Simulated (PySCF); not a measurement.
Compound: C₈H₇FO.
Bonds: C1–C2, C2–O3 (double), C2–C4, C4–C5 (aromatic), C5–C6 (aromatic), C6–C7 (aromatic), C7–C8 (aromatic), C8–F9, C8–C10 (aromatic), C4–C10 (aromatic). Hydrogens: H11, H12, H13 on C1; H14 on C5; H15 on C6; H16 on C7; H17 on C10.

The same species was optimised twice, with GFN2-xTB and with PBE0-D3(BJ)/def2-SVP (PySCF), and the same property calculations (PySCF, gas phase) were run on both structures.

```tsv
coordinate	GFN2-xTB	PBE0-D3(BJ)/def2-SVP	change
C8–F9 (Å)	1.349	1.332	-0.017
C6–C7 (Å)	1.385	1.395	+0.010
C2–C4 (Å)	1.491	1.500	+0.009
C5–C6 (Å)	1.382	1.390	+0.008
C8–C10 (Å)	1.381	1.388	+0.007
C4–C10 (Å)	1.393	1.399	+0.006
C7–C8 (Å)	1.384	1.390	+0.006
C4–C5 (Å)	1.395	1.400	+0.005
C2=O3 (Å)	1.210	1.210	0.000
C1–C2 (Å)	1.507	1.508	+0.001
C1–C2–C4 (°)	117.0	118.4	+1.4
O3–C2–C4 (°)	121.1	120.3	-0.8
C7–C8–C10 (°)	122.5	121.8	-0.7
C2–C4–C10 (°)	123.1	122.3	-0.8
C4–C5–C6 (°)	121.0	120.3	-0.7
C1–C2–O3 (°)	121.9	121.3	-0.6
C5–C4–C10 (°)	119.2	119.7	+0.5
C7–C8–F9 (°)	118.9	119.3	+0.4
C1–C2–C4–C5 (°)	180	180	0
```

Rotational constants: A = 2558, B = 943.1, C = 692.0 MHz (GFN2-xTB) against A = 2539, B = 937.0, C = 687.3 MHz (PBE0-D3(BJ)/def2-SVP). Point groups within 0.08 Å: Cs and Cs.

On the GFN2-xTB structure: HOMO (eV) -7.56 [PBE0/pcSseg-1]; LUMO (eV) -1.90 [PBE0/pcSseg-1]; dipole (D) 1.51 [PBE0/pcSseg-1]; GIAO shielding of C1 (ppm) 158.3 [PBE0/pcSseg-1]; GIAO shielding of C2 (ppm) -12.4 [PBE0/pcSseg-1]; GIAO shielding of O3 (ppm) -318.6 [PBE0/pcSseg-1]; GIAO shielding of C4 (ppm) 44.9 [PBE0/pcSseg-1]; GIAO shielding of C5 (ppm) 56.4 [PBE0/pcSseg-1]; GIAO shielding of C6 (ppm) 51.1 [PBE0/pcSseg-1]; GIAO shielding of C7 (ppm) 60.7 [PBE0/pcSseg-1]; GIAO shielding of C8 (ppm) 14.3 [PBE0/pcSseg-1].

Task: What do these properties become on the PBE0-D3(BJ)/def2-SVP structure?

Result: 
```tsv
property	level	on GFN2-xTB	on PBE0-D3(BJ)/def2-SVP	change
HOMO (eV)	PBE0/pcSseg-1	-7.56	-7.52	+0.04
LUMO (eV)	PBE0/pcSseg-1	-1.90	-1.89	+0.01
dipole (D)	PBE0/pcSseg-1	1.51	1.60	+0.09
energy, GFN2-xTB geometry as zero (kcal/mol)	PBE0/pcSseg-1	0.0	-0.3	-0.3
GIAO shielding of C1 (ppm)	PBE0/pcSseg-1	158.3	156.9	-1.4
GIAO shielding of C2 (ppm)	PBE0/pcSseg-1	-12.4	-12.9	-0.5
GIAO shielding of O3 (ppm)	PBE0/pcSseg-1	-318.6	-323.3	-4.7
GIAO shielding of C4 (ppm)	PBE0/pcSseg-1	44.9	43.0	-1.9
GIAO shielding of C5 (ppm)	PBE0/pcSseg-1	56.4	55.1	-1.3
GIAO shielding of C6 (ppm)	PBE0/pcSseg-1	51.1	48.9	-2.2
GIAO shielding of C7 (ppm)	PBE0/pcSseg-1	60.7	59.1	-1.6
GIAO shielding of C8 (ppm)	PBE0/pcSseg-1	14.3	14.4	+0.1
```

The heavy atoms differ by 0.013 Å rms after alignment. Among bonds between heavy atoms C8–F9 changes most (-0.017 Å). Changes are differences of the printed values. Neither structure is proved a minimum here.

Conformer computed: `[CH3:1][C:2](=[O:3])[c:4]1[cH:5][cH:6][cH:7][c:8]([F:9])[cH:10]1`: C1–C2–C4–C5 180°.
